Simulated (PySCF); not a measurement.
## C₆ coefficients of unlike pairs at PBE

Calculated with PySCF 2.14 from the dipole response of each species, C₆(A,B) = (3/π) ∫ α_A(iu) α_B(iu) du, in atomic units, from isotropic polarisabilities. For ions this is the dispersion term alone; charge-induced terms of lower order in 1/R come first.

```tsv
species	configuration	basis	relativity	α (bohr³)	C₆ (like pair)
Cl	[Ne] 3s2 3p5 (2P)	dyall-acv3z (19s12p6d4f)	none	15.23	97.64
C²⁺	[He] 2s2 (1S)	def2-QZVPPD (8s4p4d2f1g)	none	4.211	6.475
Ir⁺	[Xe] 4f14 5d7 6s1 (5F)	def2-TZVPPD with the def2 core potential (60 electrons) (6s5p3d2f1g)	core potential	21.98	167.6
F³⁺	[He] 2s2 2p2 (3P)	aug-cc-pVQZ (6s5p4d3f2g)	none	0.9419	0.8520
```

(1) Estimate C₆ for Ir⁺ with C²⁺.

No spin-orbit coupling is included.

The other pairs:

```json
{"pair": "Ir⁺, Cl", "C₆": "127.1"}
{"pair": "C²⁺, Cl", "C₆": "25.08"}
{"pair": "F³⁺, Cl", "C₆": "8.329"}
{"pair": "F³⁺, C²⁺", "C₆": "2.094"}
{"pair": "F³⁺, Ir⁺", "C₆": "11.10"}
```

## Answers

(1) The integral gives 32.71. The combination rule 2 C_A C_B / (C_A α_B/α_A + C_B α_A/α_B) gives 32.93 and the geometric mean 32.94.
